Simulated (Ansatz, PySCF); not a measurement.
C3H9BO2, SMILES O(C)CB(C)O. Atoms are numbered in the order given.

```xyz
15

C      2.5605    -0.7555    -0.0030
O      1.4425     0.0807     0.0496
C      0.2313    -0.6216    -0.0476
B     -1.0448     0.3048     0.0415
C     -2.4782    -0.3063    -0.2222
O     -0.8549     1.6181     0.3269
H      2.5681    -1.4944     0.8271
H      3.4603    -0.1277     0.0789
H      2.6119    -1.3244    -0.9564
H      0.1437    -1.3919     0.7594
H      0.1812    -1.2190    -0.9908
H     -2.5422    -1.3783     0.0241
H     -3.2891     0.2188     0.3102
H     -2.7027    -0.2257    -1.3023
H     -1.6839     2.1114     0.3757
```

The structure is a stationary point at r2SCAN-D4/def2-SVP. The structure was generated by enumeration, and PubChem lists no compound with its InChIKey, so it may never have been made. The values are those of a single conformer.

Two levels are set side by side: PBE-D3(BJ)/def2-SVP (Ansatz, a quantum-chemistry and plane-wave program) and r2SCAN-D4/def2-SVP (Ansatz). Each level has its own optimised geometry; the coordinates shown are those of the second. Frequencies come from the Hessian of PySCF at each geometry. Differences are taken from unrounded values.

| quantity | r2SCAN-D4 |
|---|---|
| mean bond length (Å) | 1.225 |
| bond C1–O2 (Å) | 1.397 |
| bond O2–C3 (Å) | 1.403 |
| bond C3–B4 (Å) | 1.579 |
| bond B4–C5 (Å) | 1.580 |
| bond B4–O6 (Å) | 1.357 |
| bond C1–H7 (Å) | 1.111 |
| bond C1–H8 (Å) | 1.100 |
| bond C1–H9 (Å) | 1.111 |
| bond C3–H10 (Å) | 1.119 |
| bond C3–H11 (Å) | 1.118 |
| bond C5–H12 (Å) | 1.102 |
| bond C5–H13 (Å) | 1.103 |
| bond C5–H14 (Å) | 1.106 |
| bond O6–H15 (Å) | 0.966 |
| highest harmonic wavenumber (cm⁻¹) | 3838 |
| mean harmonic wavenumber (cm⁻¹) | 1406 |
| zero-point energy (kcal/mol) | 78.41 |

Q: What does PBE-D3(BJ) give, and how far is it from r2SCAN-D4? (Estimate from the structure and the level; the computed values follow.)

A: 
| quantity | PBE-D3(BJ) | PBE-D3(BJ) minus r2SCAN-D4 |
|---|---|---|
| mean bond length (Å) | 1.232 | 0.007 |
| bond C1–O2 (Å) | 1.402 | 0.004 |
| bond O2–C3 (Å) | 1.408 | 0.004 |
| bond C3–B4 (Å) | 1.585 | 0.006 |
| bond B4–C5 (Å) | 1.586 | 0.005 |
| bond B4–O6 (Å) | 1.364 | 0.007 |
| bond C1–H7 (Å) | 1.120 | 0.009 |
| bond C1–H8 (Å) | 1.108 | 0.008 |
| bond C1–H9 (Å) | 1.120 | 0.009 |
| bond C3–H10 (Å) | 1.127 | 0.008 |
| bond C3–H11 (Å) | 1.126 | 0.008 |
| bond C5–H12 (Å) | 1.109 | 0.007 |
| bond C5–H13 (Å) | 1.110 | 0.007 |
| bond C5–H14 (Å) | 1.113 | 0.007 |
| bond O6–H15 (Å) | 0.975 | 0.009 |
| highest harmonic wavenumber (cm⁻¹) | 3720 | -119 |
| mean harmonic wavenumber (cm⁻¹) | 1370 | -37 |
| zero-point energy (kcal/mol) | 76.37 | -2.04 |
